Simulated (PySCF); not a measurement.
Compound: C₂H₁₁GeN₂P.
SMILES: `C[N](C)[Ge@@H]([NH2])[PH2]`

All values: CAM-B3LYP/def2-SVPD (PySCF, non-relativistic), on one gas-phase PBE0-D3(BJ)/def2-SVP geometry that isn't relaxed in the solvent. The solvent is an IEF-PCM continuum (cavity from Bondi-type radii × 1.2), and excitations are vertical TDDFT with non-equilibrium linear response and a frozen core. The model holds no explicit solvent molecules, cavitation or dispersion. Spin–orbit coupling is left out although an atom past zinc is present.

Gas-phase singlets (H = HOMO, L = LUMO):

| state | E (eV) | λ (nm) | f | leading configurations |
| --- | --- | --- | --- | --- |
| S1 | 5.527 | 224 | 0.003 | H→L 66%, H→L+3 18% |
| S2 | 5.969 | 208 | 0.033 | H→L+1 61%, H→L+2 26% |
| S3 | 6.084 | 204 | 0.016 | H→L+3 38%, H→L 27%, H→L+1 12% |
| S4 | 6.221 | 199 | 0.132 | H→L+2 53%, H→L+3 26%, H→L+1 14% |
| S5 | 6.486 | 191 | 0.014 | H→L+4 48%, H-1→L 24% |

How does the list change in benzene (ε = 2.271)?

```tsv
state	E (eV)	λ (nm)	f	leading configurations	change by rank (eV)
S1	5.544	224	0.005	H→L 67%, H→L+3 18%	+0.017
S2	5.987	207	0.073	H→L+1 53%, H→L+2 28%	+0.018
S3	6.124	202	0.024	H→L+3 33%, H→L 24%, H→L+1 24%	+0.040
S4	6.173	201	0.196	H→L+2 53%, H→L+3 26%, H→L+1 13%	-0.048
S5	6.501	191	0.016	H→L+4 48%, H-1→L 24%	+0.015
```

Give the list for tetrahydrofuran (ε = 7.426), n² = 1.97.

```
state  E (eV)  λ (nm)      f          leading configurations  change by rank (eV)
   S1   5.581     222  0.005              H→L 70%, H→L+3 18%               +0.054
   S2   6.027     206  0.073            H→L+1 44%, H→L+2 34%               +0.058
   S3   6.178     201  0.043   H→L+1 41%, H→L 17%, H→L+3 17%               +0.094
   S4   6.206     200  0.165            H→L+3 42%, H→L+2 41%               -0.015
   S5   6.551     189  0.013  H→L+4 49%, H-1→L 20%, H→L+5 8%               +0.065
```

How do the frontier levels move from gas to tetrahydrofuran?

```json
{"orbital": "LUMO+2", "gas (eV)": "1.51", "solvent (eV)": "1.63", "change (eV)": "+0.12"}
{"orbital": "LUMO+1", "gas (eV)": "1.31", "solvent (eV)": "1.45", "change (eV)": "+0.14"}
{"orbital": "LUMO", "gas (eV)": "0.94", "solvent (eV)": "1.11", "change (eV)": "+0.17"}
{"orbital": "HOMO", "gas (eV)": "-7.38", "solvent (eV)": "-7.33", "change (eV)": "+0.05"}
{"orbital": "HOMO-1", "gas (eV)": "-8.85", "solvent (eV)": "-8.79", "change (eV)": "+0.06"}
{"orbital": "HOMO-2", "gas (eV)": "-8.95", "solvent (eV)": "-8.87", "change (eV)": "+0.08"}
{"orbital": "HOMO-3", "gas (eV)": "-10.49", "solvent (eV)": "-10.38", "change (eV)": "+0.11"}
```

The HOMO–LUMO gap goes from 8.31 to 8.44 eV. Rows go by rank; for HOMO-2 and HOMO-1 the atom shares or the degeneracy differ between the runs, so the row needn't follow one orbital.

The values belong to the conformer `[CH3:1][N:2]([CH3:3])[Ge@@H:4]([NH2:5])[PH2:6]`: C1–N2–Ge4–N5 164°, H–N5–Ge4–N2 157°, H–N5–Ge4–N2 -74°, H–P6–Ge4–N2 -171°, H–P6–Ge4–N2 -78°.
